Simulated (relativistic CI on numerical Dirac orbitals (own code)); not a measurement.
## Level scheme of Ta XL

Method of calculation: Dirac-Coulomb-Breit CI, KLI orbitals optimised for each configuration, model QED (radiative potential, 1s self-energy scaled to tabulated hydrogen-like ionisation energies), unscaled Slater integrals (own radial code, finite nucleus).

Configurations in the expansion (outside the closed core [Ar] 3d10): 4s²4p⁴, 4s4p⁵, 4s²4p³4d, 4p⁶, 4s4p⁴4d, 4s²4p³4f, 4s4p⁴4f, 4p⁵4d, 4s4p³4d², 4s²4p²4d4f, 4p⁵4f, 4p⁴4d4f, 4s4p³4f², 4s²4p³5s, 4p⁵5s, 4s²4p³5p, 4s4p³4d5s, 4s²4p²4f5s, 4s4p⁴5s, 4s²4p³5d, 4s4p⁴5p, 4s²4p³5f, 4s²4p³5g, 4s4p⁴5d, 4p⁴4f5s, 4s4p⁴5f, 4s²4p³6s, 4s²4p²4d², 4s²4p4d³, 4s4p²4d³, 4s²4p4d²4f, 4s4p²4d²4f, 4s²4p4d²5s, 4p⁴4d², 4p³4d³, 4p³4d²4f, 4p³4d²5s, 4s²4p²4d5s, 4s4p²4d²5s, 4s²4p4d4f5s, 4s4p²4d4f5s, 4s²4p4d5s², 4p⁴4d5s, 4p³4d4f5s, 4p³4d5s², 4s²4p²5s², 4s4p²4d5s², 4s²4p4f5s², 4s4p²4f5s². Double excitations out of closed p, d and f shells are left out; levels of such configurations are missing from the list, as are those of other unlisted configurations, and high levels can miss mixing partners. These lack a partner that the ground configuration has and come out too high: 4s²4p³5p, 4s²4p³5d, 4s4p⁴5p, 4s²4p³5f, 4s²4p³5g.

The lowest level is 4s²4p⁴ ³P2, with 69 % of that term; Hund's rules for 4s²4p⁴ give ³P with J = 2, in agreement.

```csv
No.,Configuration,Term,J,E (cm⁻¹),%,Next component (%),jj configuration (%)
1,4s²4p⁴,³P,2,0,69,30 ¹D,4p3/2^2 (99)
2,4s²4p⁴,¹S,0,72488,61,38 ³P,4p3/2^2 (99)
3,4s²4p⁴,³P,1,686831,99,1 4s²4p²4d² ³P,4p1/2 4p3/2^3 (99)
4,4s²4p⁴,¹D,2,723435,69,30 ³P,4p1/2 4p3/2^3 (98)
5,4p³(2D°)4d,³F°,2,1202158,30,30 ³D°,4p3/2 4d3/2 (97)
6,4p³(2P°)4d,³D°,1,1222411,28,27 ³P°,4p3/2 4d3/2 (94)
7,4p³(2P°)4d,³P°,0,1226339,57,30 ⁵D°,4p3/2 4d3/2 (98)
8,4p³(2P°)4d,³F°,3,1233007,28,20 ³D°,4p3/2 4d3/2 (93)
9,4s4p⁵,³P°,2,1350567,27,26 4s²4p³4d ³P°,4p3/2 4d5/2 (70)
10,4p³(2P°)4d,³F°,4,1365447,47,29 ⁵D°,4p3/2 4d5/2 (98)
11,4s²4p⁴,³P,0,1439744,61,37 ¹S,4p3/2^4 (98)
12,4p³(2P°)4d,³D°,3,1475374,34,19 ¹F°,4p3/2 4d5/2 (88)
13,4p³(2D°)4d,³P°,1,1491714,31,26 ³D°,4p3/2 4d5/2 (81)
14,4s4p⁵,³P°,2,1523854,63,15 4s²4p³4d ³D°,4s 4p3/2^3 (63)
15,4s4p⁵,¹P°,1,1605908,36,32 ³P°,4s 4p3/2^3 (67)
16,4p³(2D°)4d,³D°,1,1853570,47,38 ⁵D°,4p1/2 4p3/2^2 4d3/2 (95)
17,4p³(4S°)4d,⁵D°,0,1853693,48,27 ¹S°,4p1/2 4p3/2^2 4d3/2 (93)
18,4p³(2D°)4d,³F°,2,1854977,44,28 ⁵D°,4p1/2 4p3/2^2 4d3/2 (96)
19,4p³(2D°)4d,³F°,3,1884480,35,28 ³G°,4p1/2 4p3/2^2 4d3/2 (94)
20,4p³(2D°)4d,³G°,4,1920455,51,33 ¹G°,4p1/2 4p3/2^2 4d3/2 (98)
21,4p³(2P°)4d,³F°,2,1964244,62,24 ¹D°,4p1/2 4p3/2^2 4d3/2 (94)
22,4p³(2D°)4d,³D°,3,2000806,58,30 ⁵D°,4p1/2 4p3/2^2 4d5/2 (94)
23,4p³(4S°)4d,⁵D°,4,2008245,50,20 ³G°,4p1/2 4p3/2^2 4d5/2 (98)
24,4p³(2D°)4d,¹S°,0,2028629,38,35 ³P°,4p1/2 4p3/2^2 4d5/2 (73)
25,4p³(2D°)4d,³D°,1,2032497,39,32 ¹P°,4p1/2 4p3/2^2 4d5/2 (82)
26,4p³(2D°)4d,³P°,2,2047423,40,20 ³D°,4p1/2 4p3/2^2 4d3/2 (85)
27,4p³(4S°)4d,³D°,3,2049294,48,23 ³F°,4p1/2 4p3/2^2 4d3/2 (86)
28,4p³(2D°)4d,³P°,1,2053045,39,39 ³S°,4p1/2 4p3/2^2 4d3/2 (84)
29,4p³(2D°)4d,³F°,4,2053992,68,28 ¹G°,4p1/2 4p3/2^2 4d5/2 (97)
30,4p³(2D°)4d,³G°,5,2067848,99,1 4s4p³4d² ³G°,4p1/2 4p3/2^2 4d5/2 (99)
31,4p³(2P°)4d,³D°,1,2116678,37,36 ¹P°,4p1/2 4p3/2^2 4d3/2 (77)
32,4p³(2P°)4d,³D°,2,2131447,46,37 ³P°,4p1/2 4p3/2^2 4d5/2 (98)
33,4p³(2P°)4d,¹F°,3,2158723,35,33 ³F°,4p1/2 4p3/2^2 4d5/2 (98)
34,4p³(4S°)4d,³D°,2,2189556,42,24 ³F°,4p1/2 4p3/2^2 4d5/2 (89)
35,4p³(4S°)4d,³D°,1,2204598,29,28 ¹P°,4p1/2 4p3/2^2 4d5/2 (75)
36,4p³(2D°)4d,¹F°,3,2226502,45,19 ³F°,4p1/2 4p3/2^2 4d5/2 (85)
37,4s4p⁵,³P°,0,2244960,61,15 4s²4p³4d ¹S°,4s 4p1/2 4p3/2^4 (61)
38,4p³(2D°)4d,¹D°,2,2254842,39,35 ³P°,4p1/2 4p3/2^2 4d5/2 (89)
39,4s4p⁵,³P°,1,2334315,34,34 ¹P°,4s 4p1/2 4p3/2^4 (66)
40,4p²(1S)4d²(3F),³F,2,2440343,36,25 ⁵G,4p1/2^2 4d3/2^2 (93)
41,4p²(1S)4d²(3P),³P,0,2510746,52,29 ⁵D,4p1/2^2 4d3/2^2 (87)
42,4s4p⁴(3P)<4P>4d,⁵D,3,2583766,21,15 4s²4p²4d² ³F,4p1/2^2 4d3/2 4d5/2 (49)
43,4s4p⁴(3P)<4P>4d,⁵D,2,2589521,26,17 ⁵P,4s 4p3/2^2 4d3/2 (68)
44,4s4p⁴(3P)<4P>4d,⁵P,1,2595490,27,17 ⁵D,4s 4p3/2^2 4d3/2 (62)
45,4s4p⁴(3P)<4P>4d,³F,4,2614523,15,15 ⁵F,4s 4p3/2^2 4d3/2 (44)
46,4s4p⁴(3P)<4P>4d,⁵D,3,2670148,14,11 4s²4p²4d² ⁵G,4s 4p3/2^2 4d3/2 (39)
47,4s²4p²4d²,³F,2,2683794,14,13 4s4p⁴4d ⁵D,4p1/2^2 4d3/2 4d5/2 (57)
48,4s4p⁴(3P)<4P>4d,⁵F,4,2685747,18,10 4s²4p²4d² ³H,4p1/2^2 4d3/2 4d5/2 (33)
49,4p³(2P°)4d,³P°,0,2700556,69,13 ⁵D°,4p3/2^3 4d3/2 (86)
50,4s4p⁴(1S)<2S>4d,³D,1,2709240,38,15 4s²4p²4d² ⁵D,4s 4p3/2^2 4d3/2 (50)
51,4p³(2P°)4d,³P°,1,2716895,36,25 ³D°,4p3/2^3 4d3/2 (84)
52,4s4p⁴(1D)<2D>4d,³G,3,2722732,14,12 ³F,4s 4p3/2^2 4d3/2 (47)
53,4s4p⁴(3P)<4P>4d,³F,4,2727338,29,23 ⁵D,4s 4p3/2^2 4d5/2 (52)
54,4s4p⁴(1S)<2S>4d,³D,1,2737780,31,17 ⁵F,4s 4p3/2^2 4d3/2 (56)
55,4p³(2P°)4d,¹F°,3,2741498,38,21 ³D°,4p3/2^3 4d3/2 (92)
56,4p³(2P°)4d,³D°,2,2742931,40,21 ¹D°,4p3/2^3 4d3/2 (89)
57,4s4p⁴(1S)<2S>4d,³D,2,2747112,28,13 ⁵F,4s 4p3/2^2 4d3/2 (55)
58,4s4p⁴(1D)<2D>4d,³P,0,2755948,59,23 ⁵D,4s 4p3/2^2 4d5/2 (48)
59,4s4p⁴(3P)<4P>4d,⁵F,5,2755984,60,21 ³G,4s 4p3/2^2 4d5/2 (80)
60,4p³(2P°)4d,³F°,4,2765144,54,17 ⁵D°,4p3/2^3 4d5/2 (98)
61,4s4p⁴(3P)<4P>4d,⁵P,1,2776046,23,21 ³D,4s 4p3/2^2 4d3/2 (64)
62,4p³(2P°)4d,¹D°,2,2784627,30,29 ³D°,4p3/2^3 4d5/2 (93)
63,4s4p⁴(1S)<2S>4d,³D,2,2813300,25,19 ⁵P,4s 4p3/2^2 4d3/2 (56)
64,4s4p⁴(1D)<2D>4d,¹S,0,2816702,31,30 ³P,4s 4p3/2^2 4d3/2 (37)
65,4p²(1S)4d²(3P),³P,2,2821429,12,9 4s4p⁴4d ³D,4p1/2^2 4d5/2^2 (48)
66,4p³(2P°)4d,³D°,3,2828351,49,25 ¹F°,4p3/2^3 4d5/2 (97)
67,4p³(2P°)4f,³D,3,2838535,27,22 ³F,4p3/2 4f7/2 (70)
68,4s4p⁴(3P)<4P>4d,³F,4,2870496,16,15 ⁵D,4p1/2^2 4d5/2^2 (35)
69,4p³(2P°)4f,³G,4,2889246,18,17 ³F,4p3/2 4f5/2 (35)
70,4s4p⁴(3P)<4P>4d,³P,1,2890771,43,18 ¹P,4s 4p3/2^2 4d5/2 (85)
```

Energies count from the lowest computed level; ° marks odd parity. Percentages are summed over parent terms; the parents shown are those of the largest component, closed shells are left out there, and <> holds an intermediate term. Filled j subshells are mostly left out of the jj labels.

The mean weight of the leading LS term, summed over parents, in these 70 levels is 41 %, and that of the leading jj configuration (from the same eigenvectors) 78 %, so jj coupling describes them better and the LS labels are nominal.

At this charge energies of transitions that change n are usually good to better than 1 %, and those within a shell (Δn = 0) to a few per cent.

LS names give the leading component of a level, which can be under half, so a name can repeat, a term be missing and a line seem to break the LS rules.
